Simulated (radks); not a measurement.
The numbers below are computed, except where a source is named.
All-electron atom: Cu II in [Ar] 3d10 (the NIST ground configuration). Level of theory: scalar-relativistic Kohn-Sham, r2SCAN, spin-polarised, spherical densities, finite nucleus; meta-GGA in the generalised Kohn-Sham scheme; Fermi nuclear charge, rms radius 3.8823 fm; hard spherical wall at 5 bohr (a radial shooting solver on a logarithmic mesh with Libxc functionals).

Unscreened Slater integrals over Kohn-Sham orbitals (hartree). They are taken over the spin-up orbitals. Empty in this configuration: 4s.

| integral | value |
|---|---|
| F0(3d,3d) | 0.94671 |
| F2(3d,3d) | 0.42166 |
| F4(3d,3d) | 0.25939 |
| F0(3d,3p) | 1.0582 |
| F2(3d,3p) | 0.48674 |
| G1(3d,3p) | 0.60208 |
| G3(3d,3p) | 0.36180 |
| F0(3d,3s) | 1.0809 |
| G2(3d,3s) | 0.45315 |
| F0(3d,4s) | 0.47140 |
| G2(3d,4s) | 0.064762 |
| F0(3p,3p) | 1.2049 |
| F2(3p,3p) | 0.60058 |
| F0(3p,3s) | 1.2336 |
| G1(3p,3s) | 0.81580 |
| F0(3p,4s) | 0.48526 |
| G1(3p,4s) | 0.027092 |
| F0(3s,3s) | 1.2650 |
| F0(3s,4s) | 0.48709 |
| G0(3s,4s) | 0.019288 |
| F0(4s,4s) | 0.38189 |
